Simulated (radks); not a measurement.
All-electron atom: the tantalum ion Ta37+ in [Kr].

All-electron calculation, Dirac Kohn-Sham, exchange-only PBE, spin-unpolarised, spherical densities, finite nucleus; Fermi nuclear charge, rms radius 5.3507 fm. Program: a radial shooting solver on a logarithmic mesh with Libxc functionals.

Energy parts (eV):
| part | energy |
|---|---|
| total | -403082.38 |
| kinetic | 455180.00 |
| electron-nucleus | -943445.98 |
| Hartree | 92049.06 |
| exchange | -6865.47 |

Orbitals (lengths in bohr, moments of r in powers of bohr; r(90%) holds 90 % of the orbital's charge):
[
 {"orbital": "1s1/2", "occ.": "2", "eigenvalue (eV)": "-68858.34", "<1/r>": "85.39", "r(90%)": "0.0340", "<r^2>": "0.0004789", "small-component weight": "7.56e-02"},
 {"orbital": "2s1/2", "occ.": "2", "eigenvalue (eV)": "-13153.77", "<1/r>": "20.76", "r(90%)": "0.122", "<r^2>": "0.007307", "small-component weight": "1.71e-02"},
 {"orbital": "2p1/2", "occ.": "2", "eigenvalue (eV)": "-12646.20", "<1/r>": "20.72", "r(90%)": "0.108", "<r^2>": "0.005226", "small-component weight": "1.72e-02"},
 {"orbital": "2p3/2", "occ.": "4", "eigenvalue (eV)": "-11375.08", "<1/r>": "17.51", "r(90%)": "0.118", "<r^2>": "0.006423", "small-component weight": "1.56e-02"},
 {"orbital": "3s1/2", "occ.": "2", "eigenvalue (eV)": "-4196.508", "<1/r>": "7.711", "r(90%)": "0.296", "<r^2>": "0.04674", "small-component weight": "5.75e-03"},
 {"orbital": "3p1/2", "occ.": "2", "eigenvalue (eV)": "-3974.461", "<1/r>": "7.627", "r(90%)": "0.288", "<r^2>": "0.04281", "small-component weight": "5.69e-03"},
 {"orbital": "3p3/2", "occ.": "4", "eigenvalue (eV)": "-3693.101", "<1/r>": "6.802", "r(90%)": "0.307", "<r^2>": "0.04897", "small-component weight": "5.24e-03"},
 {"orbital": "3d3/2", "occ.": "4", "eigenvalue (eV)": "-3324.280", "<1/r>": "6.686", "r(90%)": "0.278", "<r^2>": "0.03774", "small-component weight": "5.11e-03"},
 {"orbital": "3d5/2", "occ.": "6", "eigenvalue (eV)": "-3262.439", "<1/r>": "6.490", "r(90%)": "0.284", "<r^2>": "0.03941", "small-component weight": "4.98e-03"},
 {"orbital": "4s1/2", "occ.": "2", "eigenvalue (eV)": "-1904.969", "<1/r>": "3.644", "r(90%)": "0.583", "<r^2>": "0.1911", "small-component weight": "2.40e-03"},
 {"orbital": "4p1/2", "occ.": "2", "eigenvalue (eV)": "-1810.266", "<1/r>": "3.573", "r(90%)": "0.586", "<r^2>": "0.1899", "small-component weight": "2.34e-03"},
 {"orbital": "4p3/2", "occ.": "4", "eigenvalue (eV)": "-1722.808", "<1/r>": "3.299", "r(90%)": "0.614", "<r^2>": "0.2093", "small-component weight": "2.21e-03"}
]

The highest occupied level is 4p3/2 at -1722.8 eV. For comparison, the ionisation energy in NIST's Atomic Spectra Database is 1748 eV (theoretical). In exact Kohn-Sham theory the highest level is minus the ionisation energy, but local and semilocal functionals leave it too shallow, through self-interaction and a potential that decays too fast; potentials with the right tail come closer. The electron density at the nucleus is 1.315e+06 e/bohr^3. The density falls to 0.001 e/bohr^3 at r = 1.07 bohr.
